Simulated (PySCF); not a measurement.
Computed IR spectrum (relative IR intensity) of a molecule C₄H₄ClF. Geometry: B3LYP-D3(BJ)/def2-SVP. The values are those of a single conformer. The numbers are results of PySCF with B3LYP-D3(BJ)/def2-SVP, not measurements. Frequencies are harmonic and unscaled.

ν (cm⁻¹): 333 (w), 393 (vw), 635 (m), 779 (w), 805 (w), 888 (m), 916 (w), 1070 (m), 1237 (s), 1296 (m), 1376 (vw), 1438 (m), 1655 (vw), 1746 (vs), 3201 (w) (against the strongest line: vs over 80 %, s over 45 %, m over 15 %, w over 4 %, vw less)

Problem. Pick the molecule that these values belong to.
A) C=C/C(F)=C/Cl
B) C=C(Cl)/C=C\F
C) C=C(F)/C=C\Cl
D) F[C@H]1C=C(Cl)C1

Solution. B, C=C(Cl)/C=C\F
